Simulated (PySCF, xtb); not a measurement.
ZnH, SMILES [ZnH+] (connectivity only; charge and spin as stated), charge +1, multiplicity 1.

Harmonic wavenumbers (cm⁻¹) from GFN2-xTB in xtb 6.7.1 at its own minimum, in rising order: 1573.

Q: What does PBE-D3(BJ)/def2-TZVPD (PySCF) give at its own minimum? (The exact figures need the calculation; the answer reports its results.)

A: 1847. Paired by order, the mean absolute difference is 274 cm⁻¹ and the zero-point energies are 2.2 and 2.6 kcal/mol.
